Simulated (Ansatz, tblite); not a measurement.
Forces on [OsO3N]- (OsNO3⁻) at its PBE0-D4/def2-SVPD geometry. Charge -1, multiplicity 1.

In the def2 sets Os takes a core potential; there is no spin–orbit coupling. The xTB rows come from tblite. The restricted singlet is unstable towards broken spin symmetry in Hartree–Fock (as tested in another run); at B97M-V/def2-TZVPD this wasn't settled.

GFN1-xTB (tblite), largest force 4.00 eV/Å:

```xyz
5
positions Å, forces eV/Å
Os   -0.006    0.003   -0.006   -2.532    1.388   -2.765
O    -0.168   -1.209   -1.250    0.355    2.237    2.380
O    -1.539    0.307    0.767    2.917   -0.596   -1.388
O     0.660    1.476   -0.661   -1.193   -2.781    1.279
N     1.053   -0.577    1.150    0.453   -0.248    0.494
```

GFN2-xTB (tblite), largest force 2.34 eV/Å:

```
Os -1.484 0.814 -1.621
O 0.342 0.882 1.250
O 1.469 -0.364 -0.408
O -0.339 -1.325 0.766
N 0.012 -0.007 0.013
```

B97M-V/def2-TZVPD (Ansatz), largest force 0.64 eV/Å:

```
Os -0.202 0.112 -0.221
O -0.052 -0.084 -0.148
O -0.169 0.047 0.025
O 0.020 0.147 -0.097
N 0.404 -0.221 0.441
```
